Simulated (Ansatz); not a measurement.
`C=[C](N)[GeH3]`. The species carries charge 0 and has multiplicity 1. Correlated methods include outer-core shells of Ge, which these sets cover unevenly. Scalar relativity is left out up to krypton.

Cartesian coordinates in Å:
```
C -0.574 1.373 -0.540
C -0.372 0.165 -0.005
N -1.371 -0.618 0.549
Ge 1.395 -0.658 -0.113
H 0.229 1.911 -1.025
H -1.551 1.850 -0.522
H -2.240 -0.143 0.746
H -1.096 -1.236 1.295
H 2.406 0.393 -0.585
H 1.378 -1.854 -1.080
H 1.796 -1.183 1.281
```

Question: Give the diagnostics of a CCSD(T)/def2-TZVPP run (frozen core, Ansatz). (Best estimate.)

Answer: Computed: T1 = 0.0119, largest single amplitude 0.024, largest double 0.058, (T) share of the correlation energy 4.0 %, 9 CCSD cycles. The RHF solution is stable towards an unrestricted one. T1 lies under the customary mark of 0.02 for closed shells.
